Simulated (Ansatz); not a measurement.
A nudged elastic band was laid between two geometries of CH₅NOSeSi (10 atoms, charge 0, multiplicity 1).

Level of theory: RKS revPBE-D4/def2-SVP in Ansatz 0.2.0.

```yaml
movable_images: 9
climbing_image: yes
spring: 5.0 eV/Å²
optimiser: quadratic models (default)
start_path: through a guess of the saddle point
force_threshold: 0.05 eV/Å
iteration_limit: 54
end_points: relaxed
```

Initial state:

```xyz
10
Properties=species:S:1:pos:R:3
N -1.092 -1.345 0.725
C -0.425 -0.641 -0.295
O 0.952 -0.274 -0.018
Si 0.955 1.410 -0.315
Se -1.300 1.202 -0.626
H -0.754 -2.313 0.801
H -0.995 -0.877 1.633
H -0.470 -1.213 -1.244
H 1.440 2.211 0.863
H 1.772 1.789 -1.520
```

Final state:

```xyz
10
Properties=species:S:1:pos:R:3
N -0.588 -1.549 0.665
C -0.248 -0.379 0.106
O 0.893 0.130 0.347
Si 1.174 1.799 -0.548
Se -1.458 0.565 -1.070
H 0.076 -2.021 1.282
H -1.501 -1.961 0.474
H -2.455 -0.612 -0.829
H 1.648 2.552 0.699
H 2.543 1.424 -1.123
```

(1) Which bonds break or form, and what moves?

(2) Give the energies along the band, and the barrier.

## Answers

(1) Bonds broken: C2–H8. Bonds formed: Se5–H8.

(2) It did not converge within its limit. The highest image is number 5 of 0 to 10, 3.28 eV above the first end and 1.74 eV above the last; the last end lies 1.54 eV above the first. The band didn't meet its force threshold, so its energies are provisional: the largest band force was still 0.14 eV/Å, and over the last iterations the top stayed at 3.28 eV. Neighbouring images lie up to 1.6 Å apart, so the band is torn or far too coarse. The orbitals stay closed-shell, which can raise the energy where a bond breaks towards radicals; this wasn't checked here.

| image | path coordinate (Å) | energy (eV) | C2–H8 (Å) | Se5–H8 (Å) |
| --- | --- | --- | --- | --- |
| 0 | 0.00 | 0.00 | 1.11 | 2.63 |
| 1 | 1.05 | 0.18 | 1.11 | 2.62 |
| 2 | 2.11 | 0.08 | 1.11 | 2.66 |
| 3 | 3.16 | 0.01 | 1.11 | 2.67 |
| 4 | 4.22 | 1.59 | 1.12 | 2.36 |
| 5 | 5.27 | 3.28 | 1.36 | 1.75 |
| 6 | 6.89 | 1.78 | 2.37 | 1.50 |
| 7 | 8.52 | 2.09 | 2.49 | 1.49 |
| 8 | 10.15 | 1.81 | 2.46 | 1.51 |
| 9 | 11.79 | 1.78 | 2.45 | 1.52 |
| 10 | 13.42 | 1.54 | 2.41 | 1.56 |

Time of the run: 21 min on 2 threads of Arm Neoverse V1, on a shared host, peak memory 0.24 GiB.
